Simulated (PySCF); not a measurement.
A PySCF script (with the pyscf-properties extension) for the NMR shieldings of SMILES BC1=CC[C@@H]1CB(F)F, C$_{5}$H$_{8}$B$_{2}$F$_{2}$, on a GFN2-xTB geometry:

```python
import basis_set_exchange as bse
import numpy as np
from pyscf import gto, dft
from pyscf.prop import nmr

atoms = """
B    -1.918834    1.265984    0.483373
C    -1.098416    0.124984   -0.113983
C    -1.197782   -1.222873   -0.107442
C     0.055966   -1.464683   -0.883065
C     0.202380    0.079996   -0.915261
C     1.427603    0.665638   -0.194207
B     1.435449    0.270489    1.338057
F     1.750040   -0.933665    1.777387
F     1.126574    1.111717    2.303547
H    -2.871736    1.014368    1.111787
H    -1.607335    2.377964    0.299162
H    -1.919282   -1.910420    0.299560
H    -0.076982   -1.941964   -1.854377
H     0.837894   -1.990012   -0.337111
H     0.125771    0.503284   -1.918394
H     2.327358    0.310570   -0.701946
H     1.394335    1.750655   -0.298073
"""
names = dict.fromkeys(["B", "C", "F", "H"], "pcSseg-1")
basis = {el: gto.basis.parse(bse.get_basis(n, elements=[el], fmt="nwchem")) for el, n in names.items()}
mol = gto.M(atom=atoms, basis=basis, charge=0, verbose=0)
mf = dft.RKS(mol, xc="PBE0")
mf.grids.level = 2
mf.grids.alignment = dft.numint.BLKSIZE   # the property module wants whole blocks of grid points
mf.conv_tol = 1e-9
mf.kernel()

calc = nmr.RKS(mf)   # GIAO
C = mf.mo_coeff
Co = C[:, mf.mo_occ > 0]
resp = mf.gen_response(singlet=True, hermi=2)
def vind(x):   # induced exchange potential for any number of trial vectors
    d = np.einsum("pi,xij,qj->xpq", C, 2 * x.reshape(-1, C.shape[1], Co.shape[1]), Co, optimize=True)
    return np.einsum("xpq,pi,qj->xij", resp(d - d.transpose(0, 2, 1)), C, Co, optimize=True).ravel()
mo1, _ = nmr.rhf.solve_mo1(calc, with_cphf=vind)
sigma = calc.kernel(mo1)
for i, s in enumerate(sigma):   # ppm
    w = np.linalg.eigvalsh((s + s.T) / 2)
    print("%2d %-2s iso %8.1f  s11 %8.1f  s22 %8.1f  s33 %8.1f" % (i, mol.atom_pure_symbol(i), w.mean(), *w))
```

Question: What are the results?

Answer: 
```
 0 B  iso     34.4  s11    -24.4  s22     -5.9  s33    133.5
 1 C  iso     13.4  s11   -109.0  s22     -3.4  s33    152.7
 2 C  iso      3.8  s11   -109.3  s22    -27.4  s33    148.3
 3 C  iso    145.7  s11    130.7  s22    148.5  s33    157.9
 4 C  iso    144.0  s11    132.2  s22    146.0  s33    153.8
 5 C  iso    166.8  s11    153.5  s22    168.8  s33    178.2
 6 B  iso     72.2  s11     45.1  s22     80.8  s33     90.5
 7 F  iso    237.9  s11     52.3  s22    296.4  s33    365.0
 8 F  iso    230.5  s11     49.6  s22    288.2  s33    353.8
 9 H  iso     25.0  s11     19.4  s22     27.2  s33     28.3
10 H  iso     25.0  s11     18.7  s22     27.1  s33     29.2
11 H  iso     23.8  s11     22.2  s22     24.1  s33     25.1
12 H  iso     28.7  s11     25.4  s22     26.8  s33     33.7
13 H  iso     28.9  s11     25.1  s22     29.7  s33     31.9
14 H  iso     28.4  s11     24.1  s22     27.8  s33     33.3
15 H  iso     30.4  s11     27.0  s22     27.8  s33     36.2
16 H  iso     29.9  s11     26.0  s22     27.9  s33     35.9
```

These numbers come from an equivalent density-fitted implementation of the same equations, which agrees with the script to about 0.01 ppm for H and up to a few tenths of a ppm for heavy atoms, so last digits may differ.

Size and cost of the density-fitted run: 193 basis functions, 23 s wall time on 1 thread of an Arm Neoverse V2, shared host; peak memory 0.86 GiB.
